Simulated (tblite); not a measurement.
Compound: C₂H₁₃Si₄ (doublet state).
Numbering: `[CH3:1][Si@@H:2]([SiH3:3])[SiH:4][CH2:5][SiH3:6]` (hydrogens: H7, H8, H9 on C1; H10 on Si2; H11, H12, H13 on Si3; H14 on Si4; H15, H16 on C5; H17, H18, H19 on Si6)

Structure optimised with GFN2-xTB, isolated species. This method treats the open shell by occupation alone, without spin polarisation.

Problem. What internal coordinates does the optimisation give?

Solution. 
| bond | length (Å) | order |
| --- | --- | --- |
| C1–Si2 | 1.911 | single |
| Si2–Si3 | 2.328 | single |
| Si2–Si4 | 2.299 | single |
| Si4–C5 | 1.918 | single |
| C5–Si6 | 1.896 | single |
| C1–H7, C1–H8, C1–H9 | 1.086 | single |
| Si2–H10 | 1.484 | single |
| Si3–H11, Si3–H12, Si3–H13 | 1.468 | single |
| Si4–H14 | 1.483 | single |
| C5–H15 | 1.092 | single |
| C5–H16 | 1.090 | single |
| Si6–H17, Si6–H18, Si6–H19 | 1.466 | single |

Bonds in one row agree within 0.01 Å and their mean is given. Orders are formal, as drawn. A selection of angles:
| angle | degrees |
| --- | --- |
| Si2–C1–H7 | 111.0 |
| H7–C1–H8 | 107.4 |
| C1–Si2–Si3 | 108.2 |
| C1–Si2–Si4 | 107.0 |
| C1–Si2–H10 | 104.6 |
| Si3–Si2–Si4 | 121.3 |
| Si3–Si2–H10 | 109.1 |
| Si4–Si2–H10 | 105.4 |
| Si2–Si3–H11 | 109.4 |
| Si2–Si3–H12 | 110.6 |
| Si2–Si3–H13 | 117.6 |
| H11–Si3–H12 | 106.1 |
| Si2–Si4–C5 | 115.5 |
| Si2–Si4–H14 | 117.5 |
| C5–Si4–H14 | 104.0 |
| Si4–C5–Si6 | 115.9 |
| Si4–C5–H15 | 108.1 |
| Si4–C5–H16 | 109.0 |
| Si6–C5–H15 | 108.7 |
| Si6–C5–H16 | 108.8 |
| H15–C5–H16 | 105.9 |
| C5–Si6–H17 | 109.4 |
| C5–Si6–H19 | 110.7 |
| H17–Si6–H18 | 109.4 |

Torsions: C1–Si2–Si4–C5 -85° (synclinal); Si2–Si4–C5–Si6 53° (synclinal).

Si4 (silicon bonded to C, Si and H) is pyramidal (angles 117.5°, 115.5° and 104.0°, sum 337.1°, 0.52 Å off the plane of its three neighbours). The Si–Si distances run from 2.299 Å (Si2–Si4, drawn single) to 2.328 Å (Si2–Si3, drawn single), a spread of 0.029 Å. The C–Si distances run from 1.896 Å (C5–Si6, drawn single) to 1.918 Å (Si4–C5, drawn single), a spread of 0.022 Å. Si2 (silicon bonded to C, 2 Si and H) is distorted tetrahedral (angles from 104.6° to 121.3°). Si3 (silicon bonded to Si and 3 H) is distorted tetrahedral (angles from 105.9° to 117.6°). Si6 (silicon bonded to C and 3 H) is tetrahedral (angles from 108.6° to 110.7°).

Point group: C1 (no symmetry element, even within 0.4 Å). GFN2-xTB frequencies show an imaginary mode (24i cm⁻¹), so the point is no minimum at that level. 3 starts were optimised and ended at 0.00, 0.87 and 1.26 kcal/mol (GFN2-xTB); the lowest of these is shown.

One conformer stands for the species.

These are computed values.
